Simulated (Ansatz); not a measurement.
```yaml
atoms:
  - { symbol: Ca, position_ang: [0.0000, 0.0000, 0.0000] }
  - { symbol: Li, position_ang: [0.0000, 0.0000, 8.5120] }
```

Basis set: pcseg-2 (spherical functions). Charge 0, multiplicity 2.

Computed with Ansatz (development build ahead of 0.2.0); each method stands on the lowest determinant of its kind that the runs found.

Give the atomization energy at this shape (free ground-state atoms in the same class of orbitals less the molecule, no zero-point energy) of doublet CaLi in separate pieces by PBE (unrestricted), UHF.

| method | atomization energy |
| --- | --- |
| PBE (unrestricted) | 0.00 eV |
| UHF | 0.00 eV |

Caution for PBE (unrestricted): charge can spread falsely over distant fragments.

The shape needn't be a minimum at these levels.
